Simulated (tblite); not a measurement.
Species: C₇H₇O₂P.
Bonds: C1–O2, O2–C3, C3–O4 (double), C3–C5, C5–C6 (aromatic), C6–C7 (aromatic), C7–C8 (aromatic), C8–P9 (aromatic), P9–C10 (aromatic), C5–C10 (aromatic). Hydrogens: H11, H12, H13 on C1; H14 on C6; H15 on C7; H16 on C8; H17 on C10.

The geometry is computed with GFN2-xTB (gas phase).

**Question.** What internal coordinates does the optimisation give?

**Answer.** 
| bond | length (Å) |
| --- | --- |
| C1–O2 | 1.419 |
| O2–C3 | 1.341 |
| C3=O4 | 1.207 |
| C3–C5 | 1.489 |
| C5–C6 | 1.394 |
| C6–C7 | 1.383 |
| C7–C8 | 1.380 |
| C8–P9 | 1.737 |
| P9–C10 | 1.733 |
| C5–C10 | 1.386 |
| C1–H11, C1–H12, C1–H13 | 1.090 |
| C6–H14 | 1.080 |
| C7–H15 | 1.083 |
| C8–H16 | 1.083 |
| C10–H17 | 1.082 |

Bonds in one row agree within 0.01 Å and their mean is given. A selection of angles:
| angle | degrees |
| --- | --- |
| O2–C1–H11 | 110.2 |
| O2–C1–H12 | 106.3 |
| H11–C1–H12 | 110.7 |
| H11–C1–H13 | 108.7 |
| C1–O2–C3 | 115.5 |
| O2–C3–O4 | 122.9 |
| O2–C3–C5 | 113.1 |
| O4–C3–C5 | 124.0 |
| C3–C5–C6 | 116.3 |
| C3–C5–C10 | 120.5 |
| C6–C5–C10 | 123.2 |
| C5–C6–C7 | 122.7 |
| C5–C6–H14 | 117.3 |
| C7–C6–H14 | 120.0 |
| C6–C7–C8 | 123.3 |
| C6–C7–H15 | 118.2 |
| C8–C7–H15 | 118.5 |
| C7–C8–P9 | 125.6 |
| C7–C8–H16 | 118.2 |
| P9–C8–H16 | 116.2 |
| C8–P9–C10 | 100.0 |
| P9–C10–H17 | 116.9 |
| C5–C10–P9 | 125.3 |
| C5–C10–H17 | 117.9 |

Torsions: C1–O2–C3–O4 0° (synperiplanar); O2–C3–C5–C6 180° (antiperiplanar).

The 5 C–C bonds span 1.380 Å (C7–C8, aromatic) to 1.489 Å (C3–C5, drawn single), a spread of 0.109 Å. The C–O distances run from 1.207 Å (C3=O4, drawn double) to 1.419 Å (C1–O2, drawn single), a spread of 0.212 Å. Of the pairs four or more bonds apart, O2···H17 is among the closest relative to their van der Waals radii: 2.32 Å, 85 % of the sum of Bondi's values. The 6-membered ring C5–C6–C7–C8–P9–C10 has internal angles of 100.0° to 125.6° (sum 720°, against 720° for a flat polygon); it is planar, 0.00 Å rms from its mean plane, widest ring torsion 0°. The 10 heavy atoms lie in one plane (0.001 Å rms).

Point group: Cs (every atom within 0.08 Å of its image). Its GFN2-xTB frequencies are all real (lowest 30 cm⁻¹). The numbers are those of one conformer. 3 starts were optimised and ended at 0.00, 0.16 and 0.19 kcal/mol (GFN2-xTB); the lowest of these is shown.

Time: 0.22 s. Hardware: one thread of an Arm Neoverse V1 (shared host). These figures are those of the optimisation.
